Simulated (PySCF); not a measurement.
A structure optimised at TPSSh-D3(BJ)/def2-TZVP, used in a PySCF frequency run:

```
Be
N 1 1.5026
H 2 1.0101 1 125.34
H 2 1.0102 3 109.43 1 179.97
Si 1 2.1840 4 157.99 2 -179.20
H 5 1.4887 1 113.10 4 -108.62
H 5 1.4891 6 106.31 1 124.09
H 5 1.4898 6 106.23 7 112.81
```

**Question.** Write its SMILES and formula.

**Answer.** [NH2][Be][SiH3], BeH5NSi

**Question.** What are its rotational constants (standard atomic weights)?

**Answer.** 71.258, 3.0623, 3.0372 GHz
